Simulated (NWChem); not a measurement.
System: CH$_{5}$O cation; SMILES C[OH2+]

Here is an NWChem input.

```
start job
memory heap 200 mb stack 900 mb global 1100 mb
charge 1
geometry units angstroms noautosym nocenter noautoz
  C     -0.001327     0.799028     0.000000
  O     -0.030951    -0.686792     0.000000
  H     -0.544533     1.099928    -0.902007
  H     -0.544533     1.099928     0.902007
  H      1.041813     1.136781     0.000000
  H      0.324924    -1.117925    -0.802168
  H      0.324924    -1.117925     0.802168
end
basis spherical
  * library sadlej_pvtz
end
dft
  xc pbe0
  iterations 150
end
property
  response 1 0.0773
end
task dft property
```

The geometry was optimised at PBE0/def2-SVP.

Field at 589 nm.

**Question.** Give the results of this calculation. (PBE0/Sadlej pVTZ.) Quantities: isotropic polarisability (bohr³); anisotropy (bohr³).

**Answer.** The isotropic polarisability (bohr³) comes out as 17.6 and the anisotropy (bohr³) is 3.1.
